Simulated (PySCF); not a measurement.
## Working with the constants of CeF

UHF-CCSD(T) constants of CeF, quartet, about 1.1 electrons in the 4f shell (Mulliken), real f orbitals that mix terms (PySCF, spin-free X2C with a Gaussian nucleus, basis sets Ce x2c-SVPall, F x2c-SVPall; masses 139.9054 and 18.9984 u):

| Property | Result |
| --- | --- |
| ωe | 571.6 cm⁻¹ |
| ωexe | 1.61 cm⁻¹ |
| Be | 0.24479 cm⁻¹ |
| αe | 0.00112 cm⁻¹ |
| De to Ce (4f1 5d1 6s2) + F | 6.37 eV |

Question: What force constant and bond length do these constants imply?

Answer: Reduced mass μred = 16.727 u; k = 5.8918×10⁻⁷·μred·ωe² (u, cm⁻¹, mdyn/Å) = 3.22 mdyn/Å; Re = √(16.8576/(μred·Be)) (u, cm⁻¹, Å) = 2.029 Å.

Question: Estimate the centrifugal constant D from the Kratzer relation and find the Dunham coefficient a1.

Answer: D = 4Be³/ωe² = 1.8e-07 cm⁻¹; a1 = −1 − αeωe/(6Be²) = -2.78.

Correlated steps freeze 19 core orbitals. Correlated levels converge slowly with the basis: in double zeta they bind strong bonds too weakly, by up to about 1 eV, and carry superposition errors of some tenths. Spin–orbit coupling is left out, which matters for elements this heavy, above all for dissociation energies. The state is the lowest single determinant that the PBE0 search found; with open d or f shells the true ground state can be another one.
